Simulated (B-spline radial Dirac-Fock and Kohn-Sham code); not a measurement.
# Dipole and non-dipole photoemission parameters of Ho²⁺ 5s

System: Ho²⁺, configuration [Xe] 4f11; threshold 69.94 eV (orbital energy of the model). Level of theory: Dirac-Hartree-Slater photoionisation with a Latter tail; cross sections with all multipoles, angular parameters from the dipole term and its interference with E2; a radial finite-basis atomic code.

The run's input, task.json:

```json
{"items": [{
  "Z": 67,
  "q": 2,
  "cfg": [[1, 0, 2], [2, 0, 2], [2, 1, 6], [3, 0, 2], [3, 1, 6], [3, 2, 10], [4, 0, 2], [4, 1, 6], [4, 2, 10], [4, 3, 11], [5, 0, 2], [5, 1, 6]],
  "A": 165,
  "rrms": 5.2022,
  "do": "xps",
  "hv": [60, 76.8, 312.0, 333.0, 354.0, 716.0, 719.0, 800, 1100.0, 1130.0, 1180.0, 1253.6, 1360.0, 1460.0, 1486.9, 1540.0, 1550.0, 1610.0, 1650.0, 2620.0, 2770.0, 2860.0, 4420.0, 4430.0, 5414.7, 5430.0, 6000, 6290.0, 8047.8, 15000]
}]}
```

Run with: `python xray2_run.py task.json out`

```
hν (eV)  σ (kb)      β       γ
    312    37.9  1.891   0.337
    333    34.9  1.895   0.347
    354       ?      ?       ?
    716    12.4  1.935   0.386
    719    12.3  1.935   0.386
    800    10.5  1.939   0.378
   1100    6.45  1.947   0.333
   1130    6.19  1.948   0.327
   1180    5.78  1.949   0.318
 1253.6    5.24  1.950   0.304
   1360    4.60  1.952   0.283
   1460    4.10  1.953   0.264
 1486.9    3.98  1.954   0.258
   1540    3.75  1.954   0.248
   1550    3.71  1.954   0.246
   1610    3.49  1.955   0.235
   1650    3.35  1.956   0.227
   2620    1.52  1.962   0.064
   2770    1.37  1.963   0.043
   2860    1.30  1.964   0.032
   4420   0.585  1.968  -0.102
   4430   0.583  1.968  -0.103
 5414.7   0.399  1.969  -0.135
   5430   0.397  1.969  -0.136
   6000   0.328  1.970  -0.141
   6290   0.300  1.970  -0.140
 8047.8   0.185  1.971  -0.100
  15000  0.0518  1.972   0.330
```

Question: Give the values at 354 eV.

Answer: σ = 32.3 kb, β = 1.900, γ = 0.355. For an s subshell δ is negligible.

Values without a named source are computed, but for edge energies of neutral atoms, which are taken from tables.
